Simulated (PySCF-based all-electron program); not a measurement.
Values are calculated unless marked as measured or tabulated.
**Forces on SiSnH6, singlet in several shapes**

Method: all-electron DFT (in-house code on PySCF), basis-limit composite values; Koelling–Harmon scalar relativity, no spin–orbit coupling, spin-restricted. Forces are good to about 0.014 eV/Å. Atoms are numbered as listed.

Shape A:

```xyz
8

Sn    0.0000    0.0000    0.0000
Si    0.0000    0.0000    2.5790
H     1.6107    0.0000   -0.6119
H    -0.8054    1.3949   -0.6119
H    -0.8054   -1.3949   -0.6119
H     0.7020    1.2159    3.0956
H    -1.4040    0.0000    3.0956
H     0.7020   -1.2159    3.0956
```

PBE forces:

| atom | Fx | Fy | Fz (eV/Å) |
| --- | --- | --- | --- |
| Sn1 | 0.000 | 0.000 | 0.002 |
| Si2 | 0.000 | 0.000 | 0.018 |
| H3 | -0.012 | 0.000 | -0.001 |
| H4 | 0.006 | -0.011 | -0.001 |
| H5 | 0.006 | 0.011 | -0.001 |
| H6 | -0.018 | -0.031 | -0.006 |
| H7 | 0.036 | 0.000 | -0.006 |
| H8 | -0.018 | 0.031 | -0.006 |

(1) What forces does LDA give in shape A?

(2) What forces does PBEsol give in shape A?

(3) What forces does PBE0 give in shape A?

Shape B:

```xyz
8

Sn    0.0000    0.0000    0.0000
Si    0.0000    0.0000    2.8369
H     1.6107    0.0000   -0.6119
H    -0.8054    1.3949   -0.6119
H    -0.8054   -1.3949   -0.6119
H     0.7020    1.2159    3.3535
H    -1.4040    0.0000    3.3535
H     0.7020   -1.2159    3.3535
```

Against shape A, Sn1–Si2 goes from 2.579 to 2.837 Å.

PBE forces:

| atom | Fx | Fy | Fz (eV/Å) |
| --- | --- | --- | --- |
| Sn1 | 0.000 | 0.000 | 1.217 |
| Si2 | 0.000 | 0.000 | -1.175 |
| H3 | 0.014 | 0.000 | 0.042 |
| H4 | -0.007 | 0.012 | 0.042 |
| H5 | -0.007 | -0.012 | 0.042 |
| H6 | -0.016 | -0.027 | -0.055 |
| H7 | 0.032 | 0.000 | -0.055 |
| H8 | -0.016 | 0.027 | -0.055 |

(4) What forces does LDA give in shape B?

(5) What forces does PBEsol give in shape B?

(6) What forces does HSE06 give in shape B?

Shape C:

| atom | x (Å) | y (Å) | z (Å) |
| --- | --- | --- | --- |
| Sn | 0.0000 | 0.0000 | 0.0000 |
| Si | 0.0000 | 0.0000 | 2.3211 |
| H | 1.6107 | 0.0000 | -0.6119 |
| H | -0.8054 | 1.3949 | -0.6119 |
| H | -0.8054 | -1.3949 | -0.6119 |
| H | 0.7020 | 1.2159 | 2.8377 |
| H | -1.4040 | 0.0000 | 2.8377 |
| H | 0.7020 | -1.2159 | 2.8377 |

Against shape A, Sn1–Si2 goes from 2.579 to 2.321 Å.

PBE forces:

| atom | Fx | Fy | Fz (eV/Å) |
| --- | --- | --- | --- |
| Sn1 | 0.000 | 0.000 | -3.054 |
| Si2 | 0.000 | 0.000 | 3.072 |
| H3 | -0.036 | 0.000 | -0.070 |
| H4 | 0.018 | -0.031 | -0.070 |
| H5 | 0.018 | 0.031 | -0.070 |
| H6 | -0.017 | -0.030 | 0.064 |
| H7 | 0.035 | 0.000 | 0.064 |
| H8 | -0.017 | 0.030 | 0.064 |

(7) What forces does LDA give in shape C?

(8) What forces does PBEsol give in shape C?

(9) What forces does PBE0 give in shape C?

## Answers

(1) The forces move by 0.168 eV/Å (r.m.s. over the atoms) from PBE.

```tsv
atom	Fx	Fy	Fz (eV/Å)
Sn1	0.000	0.000	0.165
Si2	0.000	0.000	-0.299
H3	-0.176	0.000	0.071
H4	0.088	-0.153	0.071
H5	0.088	0.153	0.071
H6	-0.021	-0.037	-0.026
H7	0.043	0.000	-0.026
H8	-0.021	0.037	-0.026
```

(2) The forces move by 0.100 eV/Å (r.m.s. over the atoms) from PBE.

| atom | Fx | Fy | Fz (eV/Å) |
| --- | --- | --- | --- |
| Sn1 | 0.000 | 0.000 | 0.086 |
| Si2 | 0.000 | 0.000 | -0.190 |
| H3 | -0.094 | 0.000 | 0.036 |
| H4 | 0.047 | -0.082 | 0.036 |
| H5 | 0.047 | 0.082 | 0.036 |
| H6 | 0.002 | 0.003 | -0.001 |
| H7 | -0.003 | 0.000 | -0.001 |
| H8 | 0.002 | -0.003 | -0.001 |

(3) The forces move by 0.151 eV/Å (r.m.s. over the atoms) from PBE.

```tsv
atom	Fx	Fy	Fz (eV/Å)
Sn1	0.000	0.000	-0.069
Si2	0.000	0.000	0.073
H3	-0.174	0.000	0.067
H4	0.087	-0.150	0.067
H5	0.087	0.150	0.067
H6	-0.094	-0.164	-0.069
H7	0.189	0.000	-0.069
H8	-0.094	0.164	-0.069
```

(4) The forces move by 0.129 eV/Å (r.m.s. over the atoms) from PBE.

| atom | Fx | Fy | Fz (eV/Å) |
| --- | --- | --- | --- |
| Sn1 | 0.000 | 0.000 | 1.254 |
| Si2 | 0.000 | 0.000 | -1.367 |
| H3 | -0.149 | 0.000 | 0.112 |
| H4 | 0.074 | -0.129 | 0.112 |
| H5 | 0.074 | 0.129 | 0.112 |
| H6 | -0.018 | -0.032 | -0.075 |
| H7 | 0.037 | 0.000 | -0.075 |
| H8 | -0.018 | 0.032 | -0.075 |

(5) The forces move by 0.081 eV/Å (r.m.s. over the atoms) from PBE.

| atom | Fx | Fy | Fz (eV/Å) |
| --- | --- | --- | --- |
| Sn1 | 0.000 | 0.000 | 1.241 |
| Si2 | 0.000 | 0.000 | -1.326 |
| H3 | -0.067 | 0.000 | 0.078 |
| H4 | 0.034 | -0.058 | 0.078 |
| H5 | 0.034 | 0.058 | 0.078 |
| H6 | 0.004 | 0.007 | -0.050 |
| H7 | -0.008 | 0.000 | -0.050 |
| H8 | 0.004 | -0.007 | -0.050 |

(6) The forces move by 0.149 eV/Å (r.m.s. over the atoms) from PBE.

```csv
atom,Fx,Fy,Fz (eV/Å)
Sn1,0.000,0.000,1.182
Si2,0.000,0.000,-1.161
H3,-0.150,0.000,0.112
H4,0.075,-0.130,0.112
H5,0.075,0.130,0.112
H6,-0.092,-0.160,-0.119
H7,0.184,0.000,-0.119
H8,-0.092,0.160,-0.119
```

(7) The forces move by 0.244 eV/Å (r.m.s. over the atoms) from PBE.

```
atom      Fx      Fy  Fz (eV/Å)
 Sn1   0.000   0.000     -2.703
 Si2   0.000   0.000      2.567
  H3  -0.201   0.000      0.002
  H4   0.100  -0.174      0.002
  H5   0.100   0.174      0.002
  H6  -0.022  -0.037      0.043
  H7   0.043   0.000      0.043
  H8  -0.022   0.037      0.043
```

(8) The forces move by 0.136 eV/Å (r.m.s. over the atoms) from PBE.

| atom | Fx | Fy | Fz (eV/Å) |
| --- | --- | --- | --- |
| Sn1 | 0.000 | 0.000 | -2.880 |
| Si2 | 0.000 | 0.000 | 2.775 |
| H3 | -0.119 | 0.000 | -0.033 |
| H4 | 0.059 | -0.103 | -0.033 |
| H5 | 0.059 | 0.103 | -0.033 |
| H6 | 0.002 | 0.003 | 0.068 |
| H7 | -0.004 | 0.000 | 0.068 |
| H8 | 0.002 | -0.003 | 0.068 |

(9) The forces move by 0.165 eV/Å (r.m.s. over the atoms) from PBE.

| atom | Fx | Fy | Fz (eV/Å) |
| --- | --- | --- | --- |
| Sn1 | 0.000 | 0.000 | -3.216 |
| Si2 | 0.000 | 0.000 | 3.225 |
| H3 | -0.194 | 0.000 | -0.004 |
| H4 | 0.097 | -0.168 | -0.004 |
| H5 | 0.097 | 0.168 | -0.004 |
| H6 | -0.092 | -0.160 | 0.001 |
| H7 | 0.185 | 0.000 | 0.001 |
| H8 | -0.092 | 0.160 | 0.001 |
